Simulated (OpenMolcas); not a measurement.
Mo3+ with 6 ligands (chloride) in octahedral coordination (Oh) at 2.45 Å. A charge of +0.5 e stands 2.6 Å behind each ligand. Ligand basis ANO-RCC-VDZP.

* Program: OpenMolcas 26.06
* Method: CASSCF
* Basis: ANO-RCC-VTZP [7s6p4d2f1g]
* Scalar Hamiltonian: DKH2, point nucleus
* Active space: 3 electrons in 5 orbitals (4d)
* State averaging: 2S+1 = 4 even, 10 roots; 2S+1 = 2 even, 40 roots
* Spin-orbit coupling: RASSI with atomic mean-field integrals over the reference wave functions

(1) What is the spin-free ground state (labels of O, the rotations of Oh)?

(2) Where is the first state of the same spin?

(3) What are the lowest two levels with spin-orbit coupling?

(4) What is χT at 300 K, and how does it compare with the textbook value?

(5) Which ligand-field parameters describe the states?

Answers

(1) 4A2, 1-fold in its orbital part; it has the highest spin that d3 allows.

(2) 4T2 at 17700 cm-1 above the ground state.

(3) A 4-fold level Γ8, then a 4-fold level Γ8 13478 cm-1 above it. Their leading multiplicities are 4 (100 %) and 2 (97 %).

(4) The lowest level has 2S+1 = 4, for which the spin-only value is χT = S(S+1) / 2 = 1.875 cm3 K/mol (g = 2). The computed 1.753 at 300 K differs by -0.122, through orbital momentum, spin-orbit coupling and any other state in reach.

(5) A least-squares ligand-field fit to the states below 45000 cm-1, each weighted by its degeneracy and with a free common offset, gives 10Dq = 17265 cm-1, B = 642 cm-1 and C = 2692 cm-1 (C/B = 4.19), with an rms deviation of 359 cm-1. The same method and metal basis give the free ion B = 813 cm-1 (fit to its terms below 60000 cm-1, rms deviation 33 cm-1), so the nephelauxetic ratio is β = 642 / 813 = 0.79; it hangs on how both fits weigh the states, and computed free-ion B values tend to be too large, so β mixes covalency with correlation.

Without dynamic correlation the repulsion within the d shell is too large (B by tens of per cent), so at a given field states of lower spin stand too high. The least metal-like active orbital is 79 % on the metal (Löwdin) and no ligand orbital is active, so the numbers are rough. With metal d orbitals alone the field can be off either way by tens of per cent. Ligand-to-metal charge-transfer states are missing. With no ligand orbital active B as a rule stays too high, so bands that hang on it stand too high and its fall with covalency is understated. No measured value stands beside these numbers; the geometry was imposed, not optimised, and the real ion may take another.
